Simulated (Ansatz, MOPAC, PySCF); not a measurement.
Pair of molecules: HCl (SMILES Cl) (first 2 atoms) with H2 (SMILES [H][H]); geometry from B3LYP-D3(BJ)/def2-TZVP, rigid monomers moved along the line of their centres of mass till H2···H4 is 2.08 Å.
(charge 0, multiplicity 1):
```tsv
atom	x (Å)	y (Å)	z (Å)
Cl	-0.1180	-0.5884	-0.7213
H	-0.0738	-0.4022	0.5470
H	-0.3610	-0.0066	2.5725
H	0.3575	-0.2035	2.5755
```

Interaction energies are E(AB) − E(A) − E(B) at the monomers' geometry in the complex; basis-set methods are counterpoise corrected. Rows marked so take none.

Cores are frozen in the correlated methods. CBS(a, b) extrapolates the correlation energy as X⁻³ and adds the Hartree–Fock energy of set b. Rows in 3-21G, 6-31G*, STO-3G carry no dispersion term and start afresh at each structure (6-31G* with six Cartesian d functions). The state that PM6, PM7 reach isn't checked; PM7 holds dispersion and hydrogen-bond terms.

The values were computed with Ansatz (a quantum-chemistry and plane-wave program) with Gaussian orbitals; MOPAC for PM6, PM7 (differences of heats of formation); PySCF for 3-21G rows, 6-31G* rows, STO-3G rows, the dispersion terms. Values without a source in brackets are computed.

Other levels give for the interaction energy: PBE/def2-TZVPPD -0.60; B3LYP/def2-TZVPPD -0.04; B3LYP-D3(BJ)/def2-TZVPPD -0.55; wB97M-V/def2-TZVPPD -0.34; CCSD(T)/CBS(aug-cc-pV(T+d)Z, aug-cc-pV(Q+d)Z) -0.44 kcal/mol.

Common cheap choices:

```
level                            interaction energy (kcal/mol)  less -0.44 (CCSD(T)/CBS(aug-cc-pV(T+d)Z, aug-cc-pV(Q+d)Z))
-------------------------------  -----------------------------  ----------------------------------------------------------
PM6                                                      -0.73                                                       -0.29
PM7                                                      -1.07                                                       -0.63
HF/STO-3G (no counterpoise)                               1.26                                                        1.69
HF/3-21G (no counterpoise)                                0.72                                                        1.15
HF/6-31G*                                                 1.06                                                        1.49
HF/6-31G* (no counterpoise)                               0.97                                                        1.41
B3LYP/6-31G*                                              0.19                                                        0.62
M06-2X/6-31G* (no counterpoise)                          -0.02                                                        0.41
```
